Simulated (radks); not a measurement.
Isoelectronic series with 19 electrons, all held in the configuration [Ar] 4s1, which need not be the ground one along the series. Method: scalar-relativistic Kohn-Sham, PBE, spin-polarised, spherical densities, point nucleus; open shells are filled with parallel spins first; computed with a radial shooting solver on a logarithmic mesh with Libxc functionals. Total energies (hartree) and orbital eigenvalues (eV):

| ion | E (hartree) | 4s up | 3p down | 3p up | 3s down |
|---|---|---|---|---|---|
| K | -602.09241 | -2.5426 | -18.6985 | -18.7839 | -35.2431 |
| Sc2+ | -763.22122 | -18.4816 | -54.5684 | -54.7795 | -76.3371 |
| V4+ | -944.78731 | -42.8168 | -104.3187 | -104.6340 | -131.5067 |
| Mn6+ | -1146.83380 | -74.6915 | -166.9923 | -167.4031 | -199.7914 |
| Co8+ | -1369.45150 | -113.8563 | -242.3038 | -242.8056 | -280.9314 |
| Cu10+ | -1612.75711 | -160.2117 | -330.1348 | -330.7250 | -374.8461 |
| Ga12+ | -1876.88674 | -213.7205 | -430.4378 | -431.1149 | -481.5342 |
| As14+ | -2161.99355 | -274.3782 | -543.2024 | -543.9655 | -601.0379 |
